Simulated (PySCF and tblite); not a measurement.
Values are calculated unless marked as measured or tabulated.
## Pyramidal inversion: stationary points, barriers and rates

System: C2H10OP2Si2, numbered as in [CH3:1][O:2][Si@@H:3]1[PH:4][Si@@H:5]([CH3:6])[PH:7]1.

Motion: pyramidal inversion at P4. Geometries: GFN2-xTB; energies: PBE0/pcSseg-1 + D3(BJ); zero-point and thermal terms from GFN2-xTB harmonic modes (soft modes blended into free rotors). Rates follow Eyring's equation with the number of equivalent paths and no tunnelling. (PySCF 2.14 with density fitting, tblite 0.8.)

```json
{"point": "start", "symmetry": "C1", "E(GFN2) kcal/mol": "0.0", "E(DFT) kcal/mol": "0.0", "ZPE change kcal/mol": "0.00", "lowest mode cm⁻¹": "25", "dipole D": "1.80"}
{"point": "saddle", "symmetry": "C1", "E(GFN2) kcal/mol": "18.4", "E(DFT) kcal/mol": "14.9", "ZPE change kcal/mol": "-0.71", "lowest mode cm⁻¹": "502i", "dipole D": "1.94"}
{"point": "end", "symmetry": "C1", "E(GFN2) kcal/mol": "0.5", "E(DFT) kcal/mol": "0.2", "ZPE change kcal/mol": "-0.04", "lowest mode cm⁻¹": "25", "dipole D": "0.96"}
```

```json
{"Electronic barrier": "14.9 kcal/mol", "Barrier with zero-point energy": "14.2 kcal/mol", "ΔH‡ (298 K)": "14.1 kcal/mol", "ΔS‡ (298 K, symmetry apart)": "-0.7 cal/(mol K)", "Paths": "1 equivalent path", "End point": "a different minimum", "Mean lifetime of the start against this motion at 298 K": "4.8 ms", "Cost": "5.7 min on 1 thread of Intel Xeon @ 2.50GHz, shared host (rough), peak memory 0.94 GiB, launched as `OMP_NUM_THREADS=1 python ens_run.py task.json out`"}
```

| T/K | ΔG‡ kcal/mol | k s⁻¹ | ΔG kcal/mol | k back s⁻¹ |
| --- | --- | --- | --- | --- |
| 150 | 14.2 | 6.4×10⁻⁹ | 0.2 | 1.1×10⁻⁸ |
| 200 | 14.2 | 0.0012 | 0.1 | 0.0017 |
| 250 | 14.2 | 1.8 | 0.1 | 2.4 |
| 298 | 14.3 | 209 | 0.1 | 264 |
| 350 | 14.3 | 8190 | 0.1 | 9920 |
| 400 | 14.4 | 1.2×10⁵ | 0.1 | 1.4×10⁵ |
| 500 | 14.5 | 4.7×10⁶ | 0.1 | 5.3×10⁶ |

ΔG and ΔG‡ leave out symmetry numbers and mirror images; rates count paths: 1 out, 1 back.
